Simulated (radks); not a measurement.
Removal energies from the tin ion Sn4+, [Kr] 4d10, by Delta-SCF beside the eigenvalue of the level emptied. Method: Dirac Kohn-Sham, BLYP, spin-unpolarised, spherical densities, finite nucleus; Fermi nuclear charge, rms radius of each element as measured or else 0.836 A^(1/3) + 0.57 fm; computed with a radial shooting solver on a logarithmic mesh with Libxc functionals. Sub-shells are occupied by j as written (lower j first in brackets).

\begin{tabular}{lrrr}
removed from & final configuration & Delta-SCF (eV) & -eigenvalue (eV) \\ \hline
4d5/2 & [Kr] 4d(3/2: 4, 5/2: 5) & 76.391 & 67.073 \\
4d3/2 & [Kr] 4d(3/2: 3, 5/2: 6) & 77.540 & 68.154 \\
4p3/2 & [Ar] 3d10 4s2 4p(1/2: 2, 3/2: 3) 4d10 & 139.86 & 129.42 \\
4p1/2 & [Ar] 3d10 4s2 4p(1/2: 1, 3/2: 4) 4d10 & 147.70 & 137.05 \\
\end{tabular}
